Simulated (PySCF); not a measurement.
Compound: C5H13AlS.
Cartesian coordinates in Å at the PBE0-D3(BJ)/def2-SVP level; atoms count from 1:
```xyz
20
C5H13AlS angstrom
C      2.5055    0.3336    1.4248
C      2.0278   -0.8340    0.9671
C      1.7165   -1.1806   -0.4392
Al    -0.2571   -1.3691   -0.7251
S     -1.1300    0.2033    0.9506
C     -0.5951    1.7873    0.2755
C     -2.8708    0.1945    0.4695
H      2.7892    1.1413    0.7402
H      2.6602    0.5088    2.4924
H      1.7993   -1.6102    1.7119
H      2.1485   -2.1635   -0.7020
H      2.1290   -0.4351   -1.1396
H     -0.8940   -0.6541   -2.0210
H     -0.9766   -2.6937   -0.1743
H     -1.1353    2.6026    0.7760
H      0.4775    1.8618    0.4997
H     -0.7582    1.8156   -0.8113
H     -2.9713    0.3227   -0.6176
H     -3.2741   -0.7852    0.7593
H     -3.4080    0.9863    1.0093
```

The closed-shell ground state was solved at several levels (PySCF, density fitting, gas phase, non-relativistic).

| level | basis functions | total energy (Eh) | HOMO (eV) | LUMO (eV) | gap (eV) | dipole (D) |
| --- | --- | --- | --- | --- | --- | --- |
| CAM-B3LYP/def2-SVPD | 255 | -838.5112 | -7.56 | 0.79 | 8.35 | 3.91 |
| mPW1PW91/pcSseg-1 | 198 | -838.8857 | -6.31 | 0.16 | 6.47 | 4.06 |

**Question.** Estimate the row for PBE0/pcSseg-1, a basis of 198 functions; the other rows only guide the guess.

**Answer.** Total energy -838.4001 Eh, HOMO -6.29 eV, LUMO 0.15 eV, gap 6.44 eV, dipole 4.05 D.

**Question.** Over all these levels, which gives the widest orbital gap and which the narrowest?

**Answer.** CAM-B3LYP/def2-SVPD (range-separated hybrid) has the widest, 8.35 eV, and PBE0/pcSseg-1 (global hybrid, 25 % exact exchange) the narrowest, 6.44 eV. Functional and basis both differ between the two, so the spread mixes both effects.

**Question.** How far do the dipole and the HOMO energy spread over the levels?

**Answer.** The dipole runs from 3.91 to 4.06 D (mean 4.00 D) and the HOMO from -7.56 to -6.29 eV.

One conformer stands for the species.
